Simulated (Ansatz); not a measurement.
CH2OSi, SMILES `O=C=[SiH2]` (charge 0, multiplicity 1).

Cartesian coordinates (Å):
SMILES: O=C=[SiH2]
```xyz
5

O      1.9381    -0.1112    -0.7951
C      0.9145    -0.0191    -0.3104
Si    -0.5896     0.2523     0.7803
H     -1.2177     1.0165    -0.3585
H     -1.0453    -1.1385     0.4154
```
Charge 0, spin multiplicity 1.

Frozen-core energies in cc-pVDZ from Ansatz (an electronic-structure program) at a geometry from B3LYP-D3(BJ)/def2-TZVP; the HF reference has <S^2> = 0.00 and the T1 diagnostic is 0.021.

```
level     energy (Ha)  difference from CCSDT(Q) (mHa)
--------  -----------  ------------------------------
HF         -402.77795                          445.86
MP2        -403.17938                           44.42
CCSD       -403.20371                           20.09
CCSD(T)    -403.22096                            2.85
CCSDT      -403.22208                            1.72
CCSDT(Q)   -403.22380                            0.00
```
